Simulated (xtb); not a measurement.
thionyl fluoride (F2OS), singlet, geometry from GFN2-xTB, atoms displaced at random by about 0.02 Å a coordinate. Base run: GFN2-xTB (xtb).

Here is a job for xtb.
```
$ xtb mol.xyz --gfn 2 --opt --json

# file mol.xyz
4

O      1.36046398    -0.16480369    -0.38217925
S      0.21845532     0.03268320     0.40821133
F     -0.69249654     1.26263412    -0.24934034
F     -0.93860660    -1.10741838    -0.17392285
```

Variants of this job, named by their change:

```csv
change,ΔE vs base (µEh),optimiser steps
base,0.0,6
opt level = extreme,-0.2,8
opt level = crude,14.1,4
engine = lbfgs,0.0,-
engine = inertial,2.6,-
opt level = sloppy,14.1,4
opt level = lax,0.4,5
alpb = dmf,[?],6
opt level = vtight,-0.2,8
opt level = loose,14.1,4
```

Q: Complete the blanks.

A: 
- alpb = dmf, ΔE vs base (µEh): -9662
